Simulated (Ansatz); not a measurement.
Consider the formal exchange of groups at a Mg–O bond: `[F][Mg][O][SiH3]` + `CC(C)CS` → `C[CH](C)[Mg][F]` + `[SiH3]OCS`.

Program: Ansatz. Geometries: PBE0-D4/def2-TZVP. ΔE: electronic, gas phase. CBS: MP2 limit from def2 TZ/QZ plus the TZ coupled-cluster correction, frozen cores. Functionals use def2-TZVPP. B3LYP here is the variant with VWN-RPA as its local correlation; programs differ in this. For Mg outer-core shells are correlated without core-valence functions, which leaves a few kJ/mol of doubt a bond. One conformer a species, not always the lowest.

| level | ΔE (kJ/mol) | difference from CCSD(T)/CBS |
| --- | --- | --- |
| PBE-D4 | 224.2 | -32.5 |
| r2SCAN-D4 | 249.1 | -7.6 |
| PBE0-D4 | 237.9 | -18.8 |
| B3LYP-D4 | 238.5 | -18.2 |
| ωB97X-V | 246.4 | -10.3 |
| ωB97M-V | 243.9 | -12.8 |
| B2PLYP | 245.2 | -11.5 |
| PBE | 221.0 | -35.7 |
| r2SCAN | 248.1 | -8.6 |
| PBE0 | 235.1 | -21.6 |
| B3LYP | 233.6 | -23.1 |
| HF/def2-TZVPP | 258.6 | 1.9 |
| MP2/def2-TZVPP | 261.5 | 4.8 |
| SCS-MP2/def2-TZVPP | 258.1 | 1.4 |
| CCSD/def2-TZVPP | 253.4 | -3.3 |
| CCSD(T)/def2-TZVPP | 250.7 | -6.0 |
| HF/def2-QZVPP | 262.4 | 5.7 |
| MP2/def2-QZVPP | 266.3 | 9.6 |
| SCS-MP2/def2-QZVPP | 263.2 | 6.5 |
| HF/CBS(def2) | 262.9 | 6.2 |
| MP2/CBS(def2) | 267.5 | 10.8 |
| CCSD/CBS(def2) | 259.5 | 2.8 |
| CCSD(T)/CBS | 256.7 | 0 |

Largest T1 diagnostic among the species: 0.012.

From PBE to PBE0 (25 % exact exchange), in def2-TZVPP and without D4, ΔE moves by +14.2 kJ/mol. The D4 term adds +5.0 kJ/mol with B3LYP and +2.8 kJ/mol with PBE0; it sums over pairs of atoms, weighted by their polarisabilities, and B3LYP, whose exchange is more repulsive, gets the larger term.
